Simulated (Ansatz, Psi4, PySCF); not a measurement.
C4H9O2 (SMILES [CH2]OCC(C)O), doublet, at a GFN2-xTB geometry. Base run: CAMB3LYP/STO-3G (PySCF).

Here is a job for PySCF.
```python
from pyscf import gto, scf, dft

mol = gto.M(
    atom='''
C     2.44429592   -1.02503628   -0.30093565
O     1.31720491   -0.30874313   -0.56583977
C     0.46397681   -0.08288066    0.52738845
C    -0.78368637    0.65746024    0.03894765
C    -1.61108653   -0.22008434   -0.89623149
O    -1.50290815    1.02973766    1.19642637
H     2.49044820   -1.62960395    0.58697247
H     3.00838206   -1.27513126   -1.17673703
H     0.96317964    0.52974000    1.29056499
H     0.16839632   -1.03268951    0.99436903
H    -0.45232858    1.55679033   -0.50523325
H    -1.98942224   -1.08474277   -0.35488689
H    -2.45322875    0.33792816   -1.30164553
H    -0.98643999   -0.55931603   -1.71727797
H    -2.34435957    1.41231493    0.92416785
''',
    basis='sto-3g',
    spin=1,
    verbose=4,
)

mf = dft.UKS(mol)
mf.xc = 'camb3lyp'
mf.kernel()
```

The same geometry, method and basis name were run in Ansatz (a quantum-chemistry and plane-wave program) and Psi4 and PySCF, at each program's defaults and at the settings that a row names. The base is PySCF at its defaults. Differences at the defaults can come from grids, fitting, cores and function types together.

| code and settings | ΔE vs base (mEh) | basis functions | E (Eh) | SCF cycles | dipole (D) |
|---|---|---|---|---|---|
| PySCF, defaults (exact integrals, its default grid, spherical functions) | 0.000 | 39 | -304.03971 | 10 | 1.40 |
| Psi4, defaults (density fitting with its default set, its default grid, spherical functions) | -1.817 | 39 | -304.04153 | 9 | 1.40 |
| Ansatz, defaults (factorised integrals, its default grid, spherical functions) | 0.006 | 39 | -304.03971 | - | - |
| PySCF, density fitting with def2-universal-jkfit | -1.816 | 39 | -304.04153 | 10 | 1.40 |
| PySCF, fine grid | 0.000 | 39 | -304.03971 | 10 | 1.40 |
| Psi4, exact integrals, spherical functions, fine grid | 0.000 | 39 | -304.03972 | 12 | 1.40 |
| Ansatz, high accuracy | 0.000 | 39 | -304.03971 | - | - |

Open shells are given as the SCF converged; they aren't shown to be the lowest states, and a large step between rows can be another state.
